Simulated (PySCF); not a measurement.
hexa-1,5-diene (C6H10), SMILES C=CCCC=C.

The structure is a stationary point at PBE-D3(BJ)/def2-SVP. Other conformers were not sampled.

Method: PBE-D3(BJ)/def2-SVP (PySCF).

Frequencies are harmonic and unscaled.

Computed normal modes with their intensities:
| mode | ν (cm⁻¹) | IR (km/mol) | moving atoms (share of kinetic energy) |
|---|---|---|---|
| 1 | 78 | 0.1 | C 61 %, H 39 % |
| 2 | 114 | 0.1 | C 72 %, H 28 % |
| 3 | 148 | 0.3 | H 56 %, C 44 % |
| 4 | 240 | 0.5 | C 61 %, H 39 % |
| 5 | 305 | 0.9 | C 52 %, H 48 % |
| 6 | 413 | 0.9 | C 57 %, H 43 % |
| 7 | 532 | 6.1 | H 65 %, C 35 % |
| 8 | 539 | 4.9 | H 71 %, C 29 % |
| 9 | 651 | 7.5 | H 58 %, C 42 % |
| 10 | 812 | 3.5 | C 54 %, H 46 % |
| 11 | 822 | 2.0 | C 53 %, H 47 % |
| 12 | 890 | 34.6 | H 73 %, C 27 % |
| 13 | 896 | 36.3 | H 73 %, C 27 % |
| 14 | 912 | 2.3 | H 60 %, C 40 % |
| 15 | 971 | 0.4 | H 54 %, C 46 % |
| 16 | 988 | 3.8 | H 60 %, C 40 % |
| 17 | 997 | 11.6 | H 90 %, C 10 % |
| 18 | 1002 | 7.7 | H 85 %, C 15 % |
| 19 | 1043 | 6.5 | H 67 %, C 33 % |
| 20 | 1124 | 2.4 | H 51 %, C 49 % |
| 21 | 1156 | 1.9 | H 80 %, C 20 % |
| 22 | 1222 | 1.6 | H 75 %, C 25 % |
| 23 | 1260 | 0.6 | H 83 %, C 17 % |
| 24 | 1275 | 1.3 | H 81 %, C 19 % |
| 25 | 1295 | 2.4 | H 71 %, C 29 % |
| 26 | 1328 | 3.3 | H 57 %, C 43 % |
| 27 | 1372 | 0.5 | H 85 %, C 15 % |
| 28 | 1381 | 2.9 | H 87 %, C 13 % |
| 29 | 1388 | 13.2 | H 86 %, C 14 % |
| 30 | 1407 | 10.8 | H 88 %, C 12 % |
| 31 | 1672 | 17.7 | C 88 %, H 12 % |
| 32 | 1674 | 5.7 | C 88 %, H 12 % |
| 33 | 2945 | 21.7 | H 94 % |
| 34 | 2951 | 13.4 | H 94 % |
| 35 | 2984 | 18.5 | H 91 %, C 9 % |
| 36 | 3017 | 16.2 | H 91 %, C 9 % |
| 37 | 3062 | 11.2 | H 95 % |
| 38 | 3064 | 19.3 | H 93 % |
| 39 | 3079 | 1.1 | H 93 % |
| 40 | 3081 | 7.8 | H 92 %, C 8 % |
| 41 | 3162 | 11.4 | H 89 %, C 11 % |
| 42 | 3170 | 12.0 | H 89 %, C 11 % |
